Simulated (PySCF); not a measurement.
## Computed vibrations of [Dy(OH)4]−

[Dy(OH)4]− (singlet in the valence; each metal's 4f electrons, 9 of them, lie in its core potential, out of spins and levels). PySCF 2.14.0, RKS PBE0, Dy lcecp-1-SVP with ECP55, O def2-SVP, H def2-SVP; non-relativistic Hamiltonian with scalar-relativistic core potentials where named; density fitting; no spin-orbit coupling. Central differences of gradients.

```xyz
9

Dy    0.0000    0.0000    0.0000
O     1.3428    1.0783    1.2197
H     1.9177    1.6056    1.7681
O    -1.3428   -1.0783    1.2197
H    -1.9177   -1.6056    1.7681
O     1.0783   -1.3428   -1.2197
H     1.6056   -1.9177   -1.7681
O    -1.0783    1.3428   -1.2197
H    -1.6056    1.9177   -1.7681
```

Run from Python with OMP_NUM_THREADS=2. Where DIIS fails, smearing, a level shift and second-order steps follow.
It took 110 s on 2 threads of Arm Neoverse V2 (shared host).

What are the harmonic wavenumbers and infrared intensities?

Negative numbers are unstable modes, those under 60 cm⁻¹ near the noise; a finer grid moves soft modes by up to 10 cm⁻¹. The run didn't use the full symmetry, so degenerate modes split by noise.
```csv
cm⁻¹,km/mol
115,35.6
115,35.6
115,34.4
124,0.0
126,0.0
132,0.8
132,0.8
133,0.0
197,0.0
197,10.8
223,327.8
224,332.7
224,332.8
512,173.4
512,173.4
512,172.1
554,0.0
4031,23.6
4031,23.6
4031,23.4
4031,0.0
```

Is this a minimum?

Yes. Ideal gas at 298.15 K and 1 bar: S = 449.9 J/(mol K), Cp = 156.0 J/(mol K), H − H(0 K) = 33.7 kJ/mol (rigid rotor, harmonic modes, spin degeneracy alone, that of the 4f electrons in the core included).

An lcecp potential fixes the number of 4f electrons, so in runs with it no electron can move into or out of that shell.
